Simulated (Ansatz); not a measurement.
Ansatz (a quantum-chemistry and plane-wave program) input (B3LYP-D3(BJ)/def2-TZVP):

Ansatz 0.2 input:
```yaml
crystal:
  periodic: [false, false, false]
  atoms:
    - {symbol: Si, position_ang: [0.02753975, 1.03862246, 0.71309319]}
    - {symbol: H, position_ang: [-0.36034013, 2.35242851, 0.12511369]}
    - {symbol: Si, position_ang: [-0.00151251, -0.91693400, -0.54917638]}
    - {symbol: H, position_ang: [0.92469477, -0.82780926, -1.70569212]}
    - {symbol: H, position_ang: [-1.36482314, -1.21305851, -1.05615390]}
    - {symbol: H, position_ang: [0.43608710, -2.01519925, 0.34189710]}
basis:
  gaussian:
    orbitals: def2-TZVP
hamiltonian:
  xc: b3lyp
  dispersion: d3bj
magnetization: {spin_polarized: true, initial_magnetization: 2}
phonons: {temperatures: {t_min: 298.15, t_max: 298.15, t_step: 100}}
```

Output:

```
Functional definition: B3LYP
integrals: 0.02 GiB planned
698 factors; their error is unknown
mean field: 0.33 GiB planned
mean field evaluation 1: about -15818.4233 eV, gradient 9.6e0 eV
mean field evaluation 2: about -15818.8844 eV, gradient 6.6e0 eV
mean field evaluation 4: about -15819.2416 eV, gradient 3.0e-1 eV
mean field evaluation 8: about -15819.2920 eV, gradient 1.3e-2 eV
mean field evaluation 16: about -15819.2920 eV, gradient 1.9e-5 eV
mean field -15819.29203062 eV, -581.3482594239 hartree, gradient 1.9e-5 eV, S^2 2.004011; 0 other end points of the search recorded, 0 dependent functions left out
the calculation of the forces begins
reference -15819.29227471 eV, -581.3482683941 hartree; 17, 15 occupied and 81, 83 virtual orbitals, 698 factors
these checks for a lower state are left out or cut short: stability, starts, cluster_reference, orbital_swaps, neighbouring_geometries, increment
integrals: 0.02 GiB planned
698 factors; their error is unknown
mean field: 0.33 GiB planned
mean field -15819.29203740 eV, -581.3482596731 hartree, gradient 1.9e-6 eV, S^2 2.004002; 0 other end points of the search recorded, 0 dependent functions left out
the calculation of the forces begins
reference -15819.29228156 eV, -581.3482686458 hartree; 17, 15 occupied and 81, 83 virtual orbitals, 698 factors
these checks for a lower state are left out or cut short: stability, starts, cluster_reference, orbital_swaps, neighbouring_geometries, increment
integrals: 0.02 GiB planned
698 factors; their error is unknown
mean field: 0.33 GiB planned
mean field -15819.29196986 eV, -581.3482571912 hartree, gradient 1.8e-6 eV, S^2 2.004020; 0 other end points of the search recorded, 0 dependent functions left out
the calculation of the forces begins
reference -15819.29221389 eV, -581.3482661590 hartree; 17, 15 occupied and 81, 83 virtual orbitals, 698 factors
these checks for a lower state are left out or cut short: stability, starts, cluster_reference, orbital_swaps, neighbouring_geometries, increment
integrals: 0.02 GiB planned
698 factors; their error is unknown
mean field: 0.33 GiB planned
mean field evaluation 32: about -15819.2919 eV, gradient 5.4e-2 eV
mean field -15819.29195336 eV, -581.3482565847 hartree, gradient 1.6e-6 eV, S^2 2.004011; 0 other end points of the search recorded, 0 dependent functions left out
the calculation of the forces begins
reference -15819.29219739 eV, -581.3482655529 hartree; 17, 15 occupied and 81, 83 virtual orbitals, 698 factors
these checks for a lower state are left out or cut short: stability, starts, cluster_reference, orbital_swaps, neighbouring_geometries, increment
integrals: 0.02 GiB planned
698 factors; their error is unknown
mean field: 0.33 GiB planned
mean field -15819.29203974 eV, -581.3482597592 hartree, gradient 1.6e-6 eV, S^2 2.004010; 0 other end points of the search recorded, 0 dependent functions left out
the calculation of the forces begins
reference -15819.29228389 eV, -581.3482687315 hartree; 17, 15 occupied and 81, 83 virtual orbitals, 698 factors
these checks for a lower state are left out or cut short: stability, starts, cluster_reference, orbital_swaps, neighbouring_geometries, increment
integrals: 0.02 GiB planned
698 factors; their error is unknown
mean field: 0.33 GiB planned
mean field -15819.29202436 eV, -581.3482591939 hartree, gradient 2.2e-6 eV, S^2 2.004015; 0 other end points of the search recorded, 0 dependent functions left out
the calculation of the forces begins
reference -15819.29226842 eV, -581.3482681629 hartree; 17, 15 occupied and 81, 83 virtual orbitals, 698 factors
these checks for a lower state are left out or cut short: stability, starts, cluster_reference, orbital_swaps, neighbouring_geometries, increment
integrals: 0.02 GiB planned
[...]
mean field evaluation 64: about -15819.2920 eV, gradient 3.8e-2 eV
mean field -15819.29202695 eV, -581.3482592893 hartree, gradient 3.0e-6 eV, S^2 2.004010; 0 other end points of the search recorded, 0 dependent functions left out
the calculation of the forces begins
reference -15819.29227101 eV, -581.3482682583 hartree; 17, 15 occupied and 81, 83 virtual orbitals, 698 factors
these checks for a lower state are left out or cut short: stability, starts, cluster_reference, orbital_swaps, neighbouring_geometries, increment
integrals: 0.02 GiB planned
698 factors; their error is unknown
mean field: 0.33 GiB planned
mean field -15819.29194488 eV, -581.3482562731 hartree, gradient 1.4e-6 eV, S^2 2.004018; 0 other end points of the search recorded, 0 dependent functions left out
the calculation of the forces begins
reference -15819.29218895 eV, -581.3482652425 hartree; 17, 15 occupied and 81, 83 virtual orbitals, 698 factors
these checks for a lower state are left out or cut short: stability, starts, cluster_reference, orbital_swaps, neighbouring_geometries, increment
integrals: 0.02 GiB planned
698 factors; their error is unknown
mean field: 0.33 GiB planned
mean field -15819.29195283 eV, -581.3482565652 hartree, gradient 1.5e-6 eV, S^2 2.004004; 0 other end points of the search recorded, 0 dependent functions left out
the calculation of the forces begins
reference -15819.29219694 eV, -581.3482655362 hartree; 17, 15 occupied and 81, 83 virtual orbitals, 698 factors
these checks for a lower state are left out or cut short: stability, starts, cluster_reference, orbital_swaps, neighbouring_geometries, increment
integrals: 0.02 GiB planned
698 factors; their error is unknown
mean field: 0.33 GiB planned
mean field -15819.29197577 eV, -581.3482574084 hartree, gradient 2.3e-6 eV, S^2 2.004009; 0 other end points of the search recorded, 0 dependent functions left out
the calculation of the forces begins
reference -15819.29221989 eV, -581.3482663797 hartree; 17, 15 occupied and 81, 83 virtual orbitals, 698 factors
these checks for a lower state are left out or cut short: stability, starts, cluster_reference, orbital_swaps, neighbouring_geometries, increment
integrals: 0.02 GiB planned
698 factors; their error is unknown
mean field: 0.33 GiB planned
mean field -15819.29193495 eV, -581.3482559080 hartree, gradient 2.4e-6 eV, S^2 2.004013; 0 other end points of the search recorded, 0 dependent functions left out
the calculation of the forces begins
reference -15819.29217901 eV, -581.3482648771 hartree; 17, 15 occupied and 81, 83 virtual orbitals, 698 factors
these checks for a lower state are left out or cut short: stability, starts, cluster_reference, orbital_swaps, neighbouring_geometries, increment
integrals: 0.02 GiB planned
698 factors; their error is unknown
mean field: 0.33 GiB planned
mean field evaluation 96: about -15819.2920 eV, gradient 3.7e-2 eV
mean field -15819.29201380 eV, -581.3482588058 hartree, gradient 1.2e-6 eV, S^2 2.004012; 0 other end points of the search recorded, 0 dependent functions left out
the calculation of the forces begins
reference -15819.29225789 eV, -581.3482677761 hartree; 17, 15 occupied and 81, 83 virtual orbitals, 698 factors
these checks for a lower state are left out or cut short: stability, starts, cluster_reference, orbital_swaps, neighbouring_geometries, increment
integrals: 0.02 GiB planned
698 factors; their error is unknown
mean field: 0.33 GiB planned
mean field -15819.29199725 eV, -581.3482581977 hartree, gradient 1.3e-6 eV, S^2 2.004010; 0 other end points of the search recorded, 0 dependent functions left out
the calculation of the forces begins
reference -15819.29224134 eV, -581.3482671679 hartree; 17, 15 occupied and 81, 83 virtual orbitals, 698 factors
these checks for a lower state are left out or cut short: stability, starts, cluster_reference, orbital_swaps, neighbouring_geometries, increment
integrals: 0.02 GiB planned
698 factors; their error is unknown
mean field: 0.33 GiB planned
mean field -15819.29201020 eV, -581.3482586735 hartree, gradient 1.2e-6 eV, S^2 2.004012; 0 other end points of the search recorded, 0 dependent functions left out
the calculation of the forces begins
reference -15819.29225431 eV, -581.3482676444 hartree; 17, 15 occupied and 81, 83 virtual orbitals, 698 factors
these checks for a lower state are left out or cut short: stability, starts, cluster_reference, orbital_swaps, neighbouring_geometries, increment
integrals: 0.02 GiB planned
698 factors; their error is unknown
mean field: 0.33 GiB planned
mean field -15819.29204009 eV, -581.3482597722 hartree, gradient 1.0e-6 eV, S^2 2.004010; 0 other end points of the search recorded, 0 dependent functions left out
the calculation of the forces begins
reference -15819.29228417 eV, -581.3482687417 hartree; 17, 15 occupied and 81, 83 virtual orbitals, 698 factors
these checks for a lower state are left out or cut short: stability, starts, cluster_reference, orbital_swaps, neighbouring_geometries, increment
integrals: 0.02 GiB planned
698 factors; their error is unknown
mean field: 0.33 GiB planned
mean field -15819.29197535 eV, -581.3482573928 hartree, gradient 1.5e-6 eV, S^2 2.004010; 0 other end points of the search recorded, 0 dependent functions left out
the calculation of the forces begins
reference -15819.29221943 eV, -581.3482663625 hartree; 17, 15 occupied and 81, 83 virtual orbitals, 698 factors
these checks for a lower state are left out or cut short: stability, starts, cluster_reference, orbital_swaps, neighbouring_geometries, increment
integrals: 0.02 GiB planned
698 factors; their error is unknown
mean field: 0.33 GiB planned
mean field evaluation 128: about -15819.2920 eV, gradient 5.2e-5 eV
mean field -15819.29201548 eV, -581.3482588678 hartree, gradient 1.6e-6 eV, S^2 2.004012; 0 other end points of the search recorded, 0 dependent functions left out
the calculation of the forces begins
reference -15819.29225959 eV, -581.3482678385 hartree; 17, 15 occupied and 81, 83 virtual orbitals, 698 factors
these checks for a lower state are left out or cut short: stability, starts, cluster_reference, orbital_swaps, neighbouring_geometries, increment
integrals: 0.02 GiB planned
698 factors; their error is unknown
mean field: 0.33 GiB planned
mean field -15819.29200053 eV, -581.3482583182 hartree, gradient 1.4e-6 eV, S^2 2.004010; 0 other end points of the search recorded, 0 dependent functions left out
the calculation of the forces begins
reference -15819.29224463 eV, -581.3482672889 hartree; 17, 15 occupied and 81, 83 virtual orbitals, 698 factors
these checks for a lower state are left out or cut short: stability, starts, cluster_reference, orbital_swaps, neighbouring_geometries, increment
integrals: 0.02 GiB planned
698 factors; their error is unknown
mean field: 0.33 GiB planned
mean field -15819.29200510 eV, -581.3482584863 hartree, gradient 1.3e-6 eV, S^2 2.004012; 0 other end points of the search recorded, 0 dependent functions left out
the calculation of the forces begins
reference -15819.29224918 eV, -581.3482674561 hartree; 17, 15 occupied and 81, 83 virtual orbitals, 698 factors
these checks for a lower state are left out or cut short: stability, starts, cluster_reference, orbital_swaps, neighbouring_geometries, increment
integrals: 0.02 GiB planned
698 factors; their error is unknown
mean field: 0.33 GiB planned
mean field -15819.29202742 eV, -581.3482593064 hartree, gradient 1.1e-6 eV, S^2 2.004012; 0 other end points of the search recorded, 0 dependent functions left out
the calculation of the forces begins
reference -15819.29227153 eV, -581.3482682773 hartree; 17, 15 occupied and 81, 83 virtual orbitals, 698 factors
these checks for a lower state are left out or cut short: stability, starts, cluster_reference, orbital_swaps, neighbouring_geometries, increment
integrals: 0.02 GiB planned
698 factors; their error is unknown
mean field: 0.33 GiB planned
mean field -15819.29199397 eV, -581.3482580771 hartree, gradient 1.2e-6 eV, S^2 2.004010; 0 other end points of the search recorded, 0 dependent functions left out
the calculation of the forces begins
reference -15819.29223804 eV, -581.3482670467 hartree; 17, 15 occupied and 81, 83 virtual orbitals, 698 factors
Total energy: -15819.50024416 eV, -581.3559111303 hartree
Atom 0 at     0.027540     1.038622     0.713093 Å, force     0.000069    -0.001305    -0.000531 eV/Å
Atom 1 at    -0.360340     2.352429     0.125114 Å, force    -0.000219     0.000957    -0.000204 eV/Å
Atom 2 at    -0.001513    -0.916934    -0.549176 Å, force     0.000450     0.000584     0.001932 eV/Å
Atom 3 at     0.924695    -0.827809    -1.705692 Å, force     0.000443     0.000108    -0.000596 eV/Å
Atom 4 at    -1.364823    -1.213059    -1.056154 Å, force    -0.000693    -0.000084    -0.000273 eV/Å
Atom 5 at     0.436087    -2.015199     0.341897 Å, force    -0.000049    -0.000259    -0.000328 eV/Å
Dipole moment:     0.001297    -0.034149    -0.015682 e Å
Vibrations: 113.34 420.19 421.74 520.49 646.52 886.12 937.06 948.00 2165.03 2203.09 2208.42 2237.76 cm⁻¹, zero-point energy 0.849772 eV
```

This is an excited triplet: at this geometry the singlet lies 0.18 eV lower at RI-MP2/CBS(aug-cc-pV(T+d)Z,aug-cc-pV(Q+d)Z)+[CCSD(T)-MP2]/aug-cc-pV(T+d)Z.
